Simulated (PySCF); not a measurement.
C7H7 (doublet state).
Structure used (PBE0-D3(BJ)/def2-SVP), in Å, numbered top down from 1:
```xyz
14
C7H7 angstrom
C      0.7724    1.5170   -0.2862
C      1.6880    0.5387   -0.1990
C      1.3509   -0.7438    0.4003
C      0.1247   -1.3052    0.3287
C     -0.9673   -0.7350   -0.5378
C     -1.4240    0.5716    0.0403
C     -0.5866    1.6403    0.0886
H      2.7305    0.7286   -0.4831
H      2.1412   -1.2599    0.9570
H     -0.0822   -2.2149    0.9014
H     -0.5627   -0.5570   -1.5529
H     -1.8035   -1.4410   -0.6278
H     -2.4371    0.6610    0.4472
H     -0.9456    2.5988    0.4789
```

As a line formula: `[C]1=CC=CCC=C1` [radical].

Method: UKS B3LYP, IGLO-III on C, pcH-1 on H, non-relativistic, mean-field spin-orbit, GIAO (PySCF). Geometry: PBE0-D3(BJ)/def2-SVP, one conformer, isolated molecule. Stability of the SCF solution: not tested.

Give the principal g shifts and their parts.

| Δg (ppm) | 1 | 2 | 3 |
| --- | --- | --- | --- |
| relativistic mass correction | -159 | -159 | -159 |
| gauge correction | 34 | 13 | -16 |
| orbital Zeeman/spin–orbit | -512 | 19 | 601 |
| total | -637 | -127 | 426 |

So g = 2.00168, 2.00219, 2.00275 and g_iso = 2.00221; the tensor is rhombic: the two nearest values differ by 48 % of g3 − g1. 

What effective moment and Curie constant follow for a powder?

With the mean of g² = 4.0088 and S(S+1) = 0.75: μ_eff = √(⟨g²⟩S(S+1)) = 1.734 μB and χT = 0.12505·⟨g²⟩·S(S+1) = 0.376 cm³ K/mol (cgs; spin-Hamiltonian part alone).

What are the electron Larmor frequencies g μB B/h along the three axes at 3350 mT?

93.8537, 93.8776, 93.9036 GHz for g1, g2 and g3, a range of 49.9 MHz.

In a frozen sample, at which fields do the three g values resonate at 9.5, 34, 94 and 263 GHz (hyperfine left aside), and which band first spreads them over more than twice a line width of 0.5 mT?

```csv
band,GHz,B(g3) mT,B(g2) mT,B(g1) mT,spread mT
X,9.5,338.91,339.01,339.09,0.18
Q,34.0,1212.95,1213.28,1213.59,0.64
W,94.0,3353.44,3354.37,3355.22,1.78
J,263.0,9382.50,9385.09,9387.48,4.99
```

The spread grows in proportion to the frequency. W band is the first where it exceeds 1.0 mT.

Largest spin populations (Mulliken): C1 (+0.96), C6 (+0.17), C2 (-0.12) and C7 (-0.09).

The HOMO–LUMO gaps are 4.65 eV among the α and 3.89 eV among the β orbitals.
